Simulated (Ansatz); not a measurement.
[MnCl4]- (MnCl4⁻), 5 atoms. Hardware: 4 threads of Arm Neoverse V1 on a shared host.

Task: How many basis functions does each of these Ansatz runs have, and roughly what does it cost? PBE-D4/def2-TZVPD, charge -1 singlet, energy, from earlier orbitals; r2SCAN-D4/def2-TZVPD, charge -1 unrestricted singlet, energy, from earlier orbitals; PBE-D4/def2-SVPD, charge -1 triplet, relaxation, 4 steps; PBE0-D4/def2-SVPD, charge -1 quintet, energy, from earlier orbitals; PBE-D4/def2-TZVPD, charge -1 triplet, energy, from earlier orbitals; ωB97M-V/def2-TZVPD, charge -1 triplet, energy, from earlier orbitals; PBE-D4/def2-SVPD, charge -1 quintet, relaxation, 4 steps; PBE with 10 % exact exchange/def2-SVPD, charge -1 singlet, energy, from earlier orbitals; HF/def2-TZVPD, charge -1 quintet, energy and forces, from earlier orbitals; HF/def2-TZVPD, charge -1 singlet, energy, from earlier orbitals; def2-SVP, charge -1 quintet, CASSCF(4,5) and NEVPT2 averaged over 5 quintets and 12 triplets and 6 singlets; CAM-B3LYP-D4/def2-TZVPD, charge -1 quintet, energy, from earlier orbitals.

Result: Other jobs shared the machine, so times can vary by a factor of up to 3. A dash marks memory too small to be measured apart from the calling script's.

| run | functions | fitting or Cholesky vectors | wall time | peak host memory (GiB) |
| --- | --- | --- | --- | --- |
| PBE-D4/def2-TZVPD, charge -1 singlet, energy, from earlier orbitals | 232 | 1574 | 2.9 s | – |
| PBE with 10 % exact exchange/def2-SVPD, charge -1 singlet, energy, from earlier orbitals | 142 | 1350 | 3 s | – |
| PBE0-D4/def2-SVPD, charge -1 quintet, energy, from earlier orbitals | 142 | 1350 | 5.5 s | 0.61 |
| PBE-D4/def2-SVPD, charge -1 quintet, relaxation, 4 steps | 142 | 1519 | 9.5 s | – |
| HF/def2-TZVPD, charge -1 singlet, energy, from earlier orbitals | 232 | 2004 | 11 s | 1.2 |
| def2-SVP, charge -1 quintet, CASSCF(4,5) and NEVPT2 averaged over 5 quintets and 12 triplets and 6 singlets | 103 | 1850 | 12 s | 0.65 |
| PBE-D4/def2-TZVPD, charge -1 triplet, energy, from earlier orbitals | 232 | 1574 | 16 s | 0.85 |
| PBE-D4/def2-SVPD, charge -1 triplet, relaxation, 4 steps | 142 | 1519 | 17 s | – |
| CAM-B3LYP-D4/def2-TZVPD, charge -1 quintet, energy, from earlier orbitals | 232 | 1683 | 20 s | 1.4 |
| HF/def2-TZVPD, charge -1 quintet, energy and forces, from earlier orbitals | 232 | 2004 | 25 s | 1.8 |
| r2SCAN-D4/def2-TZVPD, charge -1 unrestricted singlet, energy, from earlier orbitals | 232 | 1574 | 57 s | 0.95 |
| ωB97M-V/def2-TZVPD, charge -1 triplet, energy, from earlier orbitals | 232 | 1586 | 2.9 min | 2.2 |
